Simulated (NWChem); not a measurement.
Species: CF cation, singlet

Program: NWChem. Low-valent species are run as closed-shell singlets; no triplet was tried in these runs. The level has its own optimisation; frequencies are unscaled.

Predict the results for B3LYP/def2-TZVP. Quantities: r C–F (Å); highest harmonic frequency (cm⁻¹); zero-point energy (kcal/mol).


```json
{
 "r C–F (Å)": "1.156",
 "highest harmonic frequency (cm⁻¹)": "1788",
 "zero-point energy (kcal/mol)": "2.6"
}
```
